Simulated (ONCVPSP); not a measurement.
**An all-electron radial function and its pseudo partner (Ag)**

Columns: radius, all-electron u(r) and pseudo u(r) of the 4d shell (level -8.70 eV) of silver in the configuration [Ar] 3d10 4s2 4p6 4d10 5s0.5 5p0.5; LDA (Perdew-Wang 92), scalar-relativistic, ONCV scheme, ONCVPSP 4.0.1.

```
r (bohr)  all-electron  pseudo
   0.078       -0.1401  0.0025
   0.155       -0.3801  0.0184
   0.232       -0.4490  0.0582
   0.310       -0.3394  0.1277
   0.388       -0.1301  0.2250
   0.465        0.1053  0.3410
   0.542        0.3271  0.4661
   0.620        0.5167  0.5897
   0.698        0.6638  0.6990
   0.775        0.7683  0.7855
   0.852        0.8372  0.8472
   0.930        0.8768  0.8843
   1.008        0.8928  0.8989
   1.085        0.8911  0.8957
   1.162        0.8766  0.8796
   1.240        0.8529  0.8544
   1.318        0.8229  0.8235
   1.395        0.7895  0.7895
   1.472        0.7538  0.7537
   1.550        0.7166  0.7166
   1.628        0.6793  0.6792
   1.705        0.6429  0.6429
   1.782        0.6074  0.6074
   1.860        0.5726  0.5726
   1.938        0.5392  0.5392
   2.015        0.5077  0.5077
```

How many radial nodes do the two functions have?

The all-electron 4d function has n − l − 1 = 1; the pseudo-wave has 0, since the states of the same l below it are removed with the core.

At about which radius was the pseudo-wave matched?

1.50 bohr. The columns agree to 0.0005 from 1.40 bohr on; several derivatives are matched, so the curves merge somewhat inside the radius.

Is the pseudo-wave norm-conserving?

Yes: the ONCV scheme keeps the norm inside the radius equal to the all-electron one, which fixes the energy derivative of the logarithmic derivative at the level.
